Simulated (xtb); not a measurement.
C4H11O2 (SMILES COCC[OH+]C), charge +1, singlet, geometry from GFN2-xTB; GFN1-xTB (xtb).

Input for xtb:
```
$ xtb mol.xyz --gfn 1 --chrg 1 --ohess --json

# file mol.xyz
17

C     -2.15155968    -1.05435310    -0.18700047
O     -1.03706568    -0.60282853     0.56491278
C     -0.74096859     0.75977972     0.44396047
C      0.32326333     1.03534935    -0.63017207
O      1.64623900     0.69231972    -0.08650531
C      1.87356508    -0.73366169     0.08883428
H     -3.06051875    -0.52494889     0.10758144
H     -2.25908821    -2.11062448     0.04540578
H     -1.99283928    -0.93152040    -1.26253072
H     -0.35610810     1.09864137     1.41167953
H     -1.63596451     1.34445172     0.20391310
H      0.35300515     2.09951916    -0.86576621
H      0.13060297     0.44812033    -1.53217384
H      2.34477065     1.05032971    -0.67154185
H      2.80548219    -0.85117473     0.63889335
H      1.04210989    -1.13125798     0.67311258
H      1.92936068    -1.25015116    -0.86956641
```

The log (banner, timings and long lists left out):

```
   ID    Z sym.   atoms
    1    6 C      1, 3, 4, 6
    2    8 O      2, 5
    3    1 H      7-17

           -------------------------------------------------
          |                Calculation Setup                |
           -------------------------------------------------

           -------------------------------------------------
          |                 G F N 1 - x T B                 |
           -------------------------------------------------

          ...................................................
          :                      SETUP                      :
          :.................................................:
          :  # basis functions                  46          :
          :  # atomic orbitals                  46          :
          :  # shells                           34          :
          :  # electrons                        38          :
          :  # halogen bonds                     0          :
          :  max. iterations                   250          :
          :  Hamiltonian                  GFN1-xTB          :
          :  restarted?                      false          :
          :  GBSA solvation                  false          :
          :  PC potential                    false          :
          :  electronic temp.          300.0000000     K    :
          :  accuracy                    1.0000000          :
          :  -> integral cutoff          0.2500000E+02      :
          :  -> integral neglect         0.1000000E-07      :
          :  -> SCF convergence          0.1000000E-05 Eh   :
          :  -> wf. convergence          0.2000000E-04 e    :
          :  Broyden damping             0.4000000          :
          :  net charge                          1          :
          :  unpaired electrons                  0          :
          ...................................................

 iter      E             dE          RMSdq      gap      omega  full diag
   1    -23.4469151 -0.234469E+02  0.678E+00    8.43       0.0  T
   2    -23.5027739 -0.558588E-01  0.408E+00    7.49       1.0  T
   3    -23.5042900 -0.151608E-02  0.745E-01    6.18       1.0  T
   4    -23.5057979 -0.150798E-02  0.621E-02    6.28       1.0  T
   5    -23.5058451 -0.471432E-04  0.230E-02    6.31       1.1  T
   6    -23.5058482 -0.313757E-05  0.520E-03    6.35       4.7  T
   7    -23.5058484 -0.138484E-06  0.730E-04    6.36      33.2  T
   8    -23.5058484 -0.289473E-08  0.132E-04    6.37     184.2  T
   9    -23.5058484 -0.115325E-09  0.281E-05    6.37     861.7  T

   *** convergence criteria satisfied after 9 iterations ***

         :::::::::::::::::::::::::::::::::::::::::::::::::::::
         ::                     SUMMARY                     ::
         :::::::::::::::::::::::::::::::::::::::::::::::::::::
         :: total energy             -23.293603280191 Eh    ::
         :: gradient norm              0.020708435823 Eh/a0 ::
         :: HOMO-LUMO gap              6.365639325509 eV    ::
         ::.................................................::
         :: SCC energy               -23.505848361673 Eh    ::
         :: -> electrostatic           0.162705984839 Eh    ::
         :: repulsion energy           0.217835065725 Eh    ::
         :: dispersion energy         -0.005589984243 Eh    ::
         :: halogen bond corr.         0.000000000000 Eh    ::
         :: add. restraining           0.000000000000 Eh    ::
         :: total charge               1.000000000000 e     ::
         :::::::::::::::::::::::::::::::::::::::::::::::::::::

      -----------------------------------------------------------
     |                   =====================                   |
     |                        A N C O P T                        |
     |                   =====================                   |
     |               Approximate Normal Coordinate               |
     |                Rational Function Optimizer                |
      -----------------------------------------------------------
      -----------------------------------------------------------
     |                   =====================                   |
     |                        A N C O P T                        |
     |                   =====================                   |
     |               Approximate Normal Coordinate               |
     |                Rational Function Optimizer                |
      -----------------------------------------------------------

          ...................................................
          :                      SETUP                      :
          :.................................................:
          :   optimization level            normal          :
          :   max. optcycles                   200          :
          :   ANC micro-cycles                  20          :
          :   degrees of freedom                45          :
          :.................................................:
          :   RF solver                   davidson          :
          :   write xtbopt.log                true          :
          :   linear?                        false          :
          :   energy convergence         0.5000000E-05 Eh   :
          :   grad. convergence          0.1000000E-02 Eh/α :
          :   maxmium RF displ.          1.0000000          :
          :   Hlow (freq-cutoff)         0.1000000E-01      :
          :   Hmax (freq-cutoff)         5.0000000          :
          :   S6 in model hess.         20.0000000          :
          ...................................................

generating ANC from exact Hessian ...
Using Lindh-Hessian (1995)
 Shifting diagonal of input Hessian by    8.1224361982518423E-003
 Lowest  eigenvalues of input Hessian
    0.000000    0.000000    0.000000    0.000000    0.000000    0.000000
    0.010000    0.011528    0.012168    0.016662    0.016887    0.024096
[...]
 * total energy  :   -23.2952266 Eh     change       -0.4627400E-04 Eh
 * total energy  :   -23.2952901 Eh     change       -0.6352785E-04 Eh
 * total energy  :   -23.2953242 Eh     change       -0.3410814E-04 Eh
 * total energy  :   -23.2953329 Eh     change       -0.8653751E-05 Eh
 * total energy  :   -23.2953639 Eh     change       -0.3101050E-04 Eh
 * total energy  :   -23.2953737 Eh     change       -0.9774267E-05 Eh
 * total energy  :   -23.2953863 Eh     change       -0.1259154E-04 Eh
 * total energy  :   -23.2953948 Eh     change       -0.8570953E-05 Eh
 * total energy  :   -23.2954073 Eh     change       -0.1243037E-04 Eh
 * total energy  :   -23.2954085 Eh     change       -0.1233191E-05 Eh
 * total energy  :   -23.2954142 Eh     change       -0.5663564E-05 Eh
 * total energy  :   -23.2954170 Eh     change       -0.2844400E-05 Eh
   *** GEOMETRY OPTIMIZATION CONVERGED AFTER 23 ITERATIONS ***
         :: total energy             -23.295417012620 Eh    ::
[...]
eigval :     1160.74  1168.23  1201.13  1228.80  1239.05  1278.01
eigval :     1306.40  1335.92  1370.05  1395.83  1401.35  1415.59
eigval :     1417.73  1430.78  1450.37  1463.57  2973.68  2993.28
eigval :     3002.22  3013.19  3023.55  3034.69  3061.91  3085.21
eigval :     3096.94  3116.32  3452.30
 reduced masses (amu)
   1:  9.63   2: 11.17   3: 11.08   4: 11.30   5: 11.87   6: 11.27   7:  9.60   8:  8.35
   9:  7.74  10:  3.39  11:  3.44  12:  9.17  13: 11.22  14:  8.43  15:  7.25  16:  3.63
  17: 10.34  18:  7.40  19:  8.76  20: 10.36  21:  8.05  22:  7.65  23:  4.03  24:  4.11
  25:  6.67  26:  3.69  27:  8.90  28:  4.42  29:  4.19  30:  4.19  31:  3.98  32:  3.82
  33:  2.46  34:  1.97  35:  1.49  36:  2.19  37:  1.71  38:  2.03  39:  1.47  40:  1.50
  41:  1.51  42:  1.31  43:  1.90  44:  1.64  45:  1.99  46:  1.24  47:  2.03  48:  1.91
  49:  2.03  50:  2.02  51:  1.87
 IR intensities (km·mol⁻¹)
   1:  6.46   2:  9.20   3:  7.78   4: 10.82   5:  9.84   6:  4.03   7: 14.12   8:  1.71
   9:  9.63  10:  3.90  11:  3.56  12:  4.12  13: 10.87  14:  9.99  15: 36.13  16:210.64
  17: 28.25  18:  6.80  19: 10.32  20: 56.51  21: 54.38  22: 30.88  23: 44.08  24: 12.16
  25: 19.14  26:  4.09  27: 41.16  28: 37.98  29: 91.44  30: 26.89  31: 27.19  32:  1.48
  33: 13.80  34:  8.08  35: 31.63  36:  7.58  37: 41.91  38:  7.94  39: 16.42  40: 10.90
  41: 10.54  42: 22.73  43:  1.78  44:  5.99  45: 17.68  46:  1.68  47:  0.72  48:  3.14
  49:  0.31  50:  2.29  51:170.01
 Raman intensities (Ä⁴*amu⁻¹)
   1:  0.00   2:  0.00   3:  0.00   4:  0.00   5:  0.00   6:  0.00   7:  0.00   8:  0.00
   9:  0.00  10:  0.00  11:  0.00  12:  0.00  13:  0.00  14:  0.00  15:  0.00  16:  0.00
  17:  0.00  18:  0.00  19:  0.00  20:  0.00  21:  0.00  22:  0.00  23:  0.00  24:  0.00
  25:  0.00  26:  0.00  27:  0.00  28:  0.00  29:  0.00  30:  0.00  31:  0.00  32:  0.00
  33:  0.00  34:  0.00  35:  0.00  36:  0.00  37:  0.00  38:  0.00  39:  0.00  40:  0.00
  41:  0.00  42:  0.00  43:  0.00  44:  0.00  45:  0.00  46:  0.00  47:  0.00  48:  0.00
  49:  0.00  50:  0.00  51:  0.00
 output can be read by thermo (or use thermo option).
 writing <g98.out> molden fake output.
 recommended (thermochemical) frequency scaling factor: 1.0
           -------------------------------------------------
          |             Thermodynamic Functions             |
           -------------------------------------------------

c1  symmetry found (for desy threshold:  0.10E+00) used in thermo

          ...................................................
          :                      SETUP                      :
          :.................................................:
          :  # frequencies                          44      :
          :  # imaginary freq.                       1      :
          :  linear?                             false      :
          :  only rotor calc.                    false      :
          :  symmetry                               c1      :
          :  rotational number                       1      :
          :  scaling factor                  1.0000000      :
          :  rotor cutoff                   50.0000000 cm⁻¹ :
          :  imag. cutoff                  -20.0000000 cm⁻¹ :
          :.................................................:

    mode    ω/cm⁻¹     T·S(HO)/kcal·mol⁻¹    T·S(FR)/kcal·mol⁻¹   T·S(vib)
   ------------------------------------------------------------------------
       1     99.88    -1.03061 ( 94.09%)    -0.85132 (  5.91%)    -1.02002
       2    125.85    -0.89699 ( 97.57%)    -0.78290 (  2.43%)    -0.89421
       3    151.84    -0.78980 ( 98.84%)    -0.72731 (  1.16%)    -0.78907
       4    229.11    -0.56229 ( 99.77%)    -0.60551 (  0.23%)    -0.56239
       5    285.94    -0.44659 ( 99.91%)    -0.53989 (  0.09%)    -0.44668
   ------------------------------------------------------------------------

   temp. (K)  partition function   enthalpy   heat capacity  entropy
                                   cal/mol     cal/K/mol   cal/K/mol   J/K/mol
 298.15  VIB   42.4                 2885.590     19.988     17.079
         ROT  0.178E+06              888.752      2.981     27.002
         INT  0.754E+07             3774.342     22.969     44.082
         TR   0.842E+27             1481.254      4.968     39.423
         TOT                        5255.5960    27.9369    83.5048   349.3842

       T/K    H(0)-H(T)+PV         H(T)/Eh          T*S/Eh         G(T)/Eh
   ------------------------------------------------------------------------
    298.15    0.837533E-02    0.158227E+00    0.396758E-01    0.118552E+00
   ------------------------------------------------------------------------

         :::::::::::::::::::::::::::::::::::::::::::::::::::::
         ::                  THERMODYNAMIC                  ::
         :::::::::::::::::::::::::::::::::::::::::::::::::::::
         :: total free energy         -23.176865465007 Eh   ::
         ::.................................................::
         :: total energy              -23.295417012620 Eh   ::
         :: zero point energy           0.149852063166 Eh   ::
         :: G(RRHO) w/o ZPVE           -0.031300515553 Eh   ::
         :: G(RRHO) contrib.            0.118551547613 Eh   ::
         :::::::::::::::::::::::::::::::::::::::::::::::::::::
imag cut-off (cm-1) :    5.00
 found            1  significant imaginary frequency
 writing imag mode distorted coords to xtbhess.xyz
 for further optimization.

optimized geometry written to: xtbopt.xyz

           -------------------------------------------------
          | TOTAL ENERGY              -23.295417012620 Eh   |
          | TOTAL ENTHALPY            -23.137189624110 Eh   |
          | TOTAL FREE ENERGY         -23.176865465007 Eh   |
          | GRADIENT NORM               0.000474677777 Eh/α |
          | HOMO-LUMO GAP               6.357960142765 eV   |
           -------------------------------------------------

normal termination of xtb
```
